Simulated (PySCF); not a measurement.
CH₅GeNSi.
Atom-mapped SMILES: `[N:1]#[C:2][GeH2:3][SiH3:4]` (hydrogens: H5, H6 on Ge3; H7, H8, H9 on Si4)

Computed, not measured: PySCF 2.14.0, PBE0-D3(BJ)/def2-SVP geometry optimisation, gas phase.

Task: Give the optimised bond lengths and angles.

Result: 
```
                  bond  length (Å)   order
                 N1≡C2       1.160  triple
                C2–Ge3       1.930  single
               Ge3–Si4       2.384  single
        Ge3–H5, Ge3–H6       1.535  single
Si4–H7, Si4–H8, Si4–H9       1.492  single
```

Bonds in one row agree within 0.01 Å and their mean is given. Orders are formal, as drawn. A selection of angles:
```
     angle  degrees
 N1–C2–Ge3    177.9
C2–Ge3–Si4    107.0
 C2–Ge3–H5    105.9
Si4–Ge3–H5    113.4
 H5–Ge3–H6    110.3
Ge3–Si4–H7    108.9
 H7–Si4–H8    109.9
```

The 4 heavy atoms lie in one plane (0.000 Å rms). Ge3 (germanium bonded to C, Si and 2 H) is distorted tetrahedral (angles from 105.9° to 113.5°). Si4 (SiH3 silicon) is tetrahedral (angles from 108.7° to 110.3°).

Point group: Cs (every atom within 0.08 Å of its image). Not checked by PBE0-D3(BJ)/def2-SVP frequencies.

On an Arm Neoverse V2 with one thread, on a shared host, this took 25 s and 0.42 GiB of memory at its peak. This is the geometry optimisation.
